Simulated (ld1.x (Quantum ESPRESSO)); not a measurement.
## Os (Z = 76): excitation energies, all-electron against TM

```json
{
  "Element": "Os (Z = 76)",
  "Generator": "ld1.x (Quantum ESPRESSO) 7.5",
  "Type": "norm-conserving Troullier–Martins (Kleinman–Bylander form)",
  "Functional": "revPBE",
  "Relativity": "fully relativistic",
  "Frozen core": "[Xe] 4f14",
  "Valence charge": "8",
  "Reference configuration": "5d6 6s2 6p0",
  "Partial waves": "6s (bound): rc 2.35 bohr; 6p (bound, empty): rc 3.20 bohr; 5d (bound): rc 1.95 bohr",
  "Local potential": "the d channel",
  "Core correction": "Bessel-smoothed model core inside 1.35 bohr"
}
```

Open shells are filled in proportion to 2j + 1 (rel_dist='average').

Energies are relative to the spin-unpolarised reference configuration 5d6 6s2 6p0; without spin polarisation the order of configurations can differ from experiment. Not all tests gave a result: 3 of 7 tests not solved or not reliable. Left out of the table: 5d6 6s0 6p2 (solver errors, printed error -10.4 eV); 5d6 6s1 6p1 (solver errors, printed error -318 eV); 5d5 6s2 6p1 (solver errors, printed error -2.6 eV). The d channel is local and has no spin–orbit splitting in the pseudo-atom.

Problem. Give the all-electron excitation energy and the error of the potential for: 5d6 6s1 6p0; 5d6 6s0 6p0; 5d5 6s0 6p0; 5d7 6s1 6p0.

Solution.

| valence configuration | charge | ΔE all-electron (eV) | error AE − PS (meV) |
| --- | --- | --- | --- |
| 5d6 6s1 6p0 | +1 | 9.497 | -12 |
| 5d6 6s0 6p0 | +2 | 26.280 | -59 |
| 5d5 6s0 6p0 | +3 | 55.030 | -82 |
| 5d7 6s1 6p0 | 0 | 0.287 | -68 |

Levels in the configuration 5d5 6s0 6p0:

```tsv
level	all-electron (eV)	pseudo (eV)
5d j=3/2	-35.638	-34.993
5d j=5/2	-34.362	-34.993
```

These tests converged, but a pseudo level misses the all-electron one widely, so the file describes the atom poorly there or has found another state: 5d6 6s0 6p0: empty 6p by 4.0 eV.

Note: ghost states, extra bound levels that the all-electron valence spectrum of the same l lacks: s at -57.0 eV, p3/2 at -12.8 eV, p1/2 at -2.72 eV. A true bound ghost makes a file unfit for plane-wave use. The potential misses its own reference levels by up to 0.6 eV.
